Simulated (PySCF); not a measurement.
Radial density of Ge²⁺ (germanium, charge +2)

UHF, [Ar] 3d10 4s2, closed-shell 1S. All numbers are calculated (PySCF 2.14, the spin-free X2C one-electron Hamiltonian (Gaussian nucleus), in x2c-TZVPall (6s5p4d1f, 48 functions)).

```csv
r (bohr),4πr²ρ (e/bohr)
0.000739,0.2484
0.00124,0.6165
0.00209,1.522
0.00352,3.645
0.00591,8.225
0.00995,16.85
0.0167,29.33
0.0281,38.90
0.0473,35.80
0.0796,32.39
0.134,45.04
0.225,33.12
0.379,24.19
0.637,25.97
1.07,7.604
1.80,1.780
3.03,0.3141
5.10,0.008058
```

Densities and radii are taken from the X2C orbitals without a picture-change correction, which distorts them close to the nucleus.
